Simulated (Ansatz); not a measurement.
`C=C[CH2][InH2]` + HCl → `[Cl][InH2]` + `C=CC` at 700 K and 1 bar (ligand exchange at the In–C bond).

Program: Ansatz. Geometries: PBE0-D4/def2-TZVP. ΔE: electronic, gas phase. CCSD(T)/CBS is the MP2 limit (def2-TZVPP, def2-QZVPP) plus CCSD(T) − MP2 in def2-TZVPP, frozen cores. This one scheme is used for every species. def2 core potentials past Kr. For In outer-core shells are correlated without core-valence functions, which leaves a few kJ/mol of doubt a bond. Each species was taken in one conformer, which may not be the lowest.

```tsv
species	CCSD(T)/CBS energy (Eh)	H − E (kJ/mol)	S (J/(mol·K))
`C=C[CH2][InH2]`	-308.13010	289.6	450.9
HCl	-460.38127	38.4	211.8
`[Cl][InH2]`	-650.81839	71.8	329.5
`C=CC`	-117.74610	260.0	340.6
```

H − E and S are ideal-gas, rigid-rotor, harmonic terms from PBE0-D4/def2-TZVP, for one conformer and one mirror image of each species. 1 Eh = 2625.50 kJ/mol, R = 8.31446 J/(mol·K).

Question: By hand: ΔE, ΔH, ΔS and ΔG.

Answer: ΔE = (-650.81839) + (-117.74610) − (-308.13010) − (-460.38127) = -0.05312 Eh = -139.5 kJ/mol. Δ(H − E) = 71.8 + 260.0 − 289.6 − 38.4 = 3.8, so ΔH = -135.7 kJ/mol. ΔS = 329.5 + 340.6 − 450.9 − 211.8 = 7.4 J/(mol·K). ΔG = -135.7 − 700 × (7.4)/1000 = -140.9 kJ/mol.

Question: By hand: the equilibrium constant, and the temperature at which ΔG would vanish if ΔH and ΔS stayed fixed.

Answer: log₁₀ K = −ΔG/(RT ln 10) = 10.5. ΔH and −TΔS have one sign here, so there is no such temperature.

The number of gas molecules stays the same, so ΔS is small and ΔH decides. A doubt of 5 kJ/mol in ΔE shifts log₁₀ K by 0.4 here. Other conformers and mirror images would add mixing entropy, several J/(mol·K) or more a flexible species. These are equilibria of isolated gas molecules and say nothing of rates. Largest T1 diagnostic: 0.014 (customary marks: 0.02 for closed shells, 0.045 for open ones).

ΔS is within the doubt of such terms, so its sign, and with it that verdict, could turn.
